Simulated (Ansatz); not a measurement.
One change: `CBC=S` becomes `[SiH3][SiH2]BC=S`.

Ansatz, PBE0-D4/def2-TZVP geometries, multiplicity 1. Each molecule was computed in one conformer, which needn't be the lowest.

```
                                          property  `CBC=S`
              HOMO–LUMO gap (PBE0/def2-TZVPP) / eV     4.38
               HOMO–LUMO gap (PBE/def2-TZVPP) / eV     2.31
size of the dipole moment (ωB97M-V/def2-TZVPP) / D     1.44
           HOMO–LUMO gap (ωB97M-V/def2-TZVPP) / eV     8.70
                LUMO energy (PBE0/def2-TZVPP) / eV    -2.58
  size of the dipole moment (B3LYP/def2-TZVPP) / D     1.42
```

Question: What does the change do to each property? (An estimate is asked.)

Answer: Ansatz gave: 
```
                                          property  `[SiH3][SiH2]BC=S`  shift
              HOMO–LUMO gap (PBE0/def2-TZVPP) / eV                4.40   0.02
               HOMO–LUMO gap (PBE/def2-TZVPP) / eV                2.48   0.17
size of the dipole moment (ωB97M-V/def2-TZVPP) / D                2.20   0.76
           HOMO–LUMO gap (ωB97M-V/def2-TZVPP) / eV                8.50  -0.20
                LUMO energy (PBE0/def2-TZVPP) / eV               -3.00  -0.42
  size of the dipole moment (B3LYP/def2-TZVPP) / D                2.04   0.62
```

Dipoles are sizes alone; their direction can turn.

B3LYP here is the variant with VWN-RPA as its local correlation; programs differ in this.
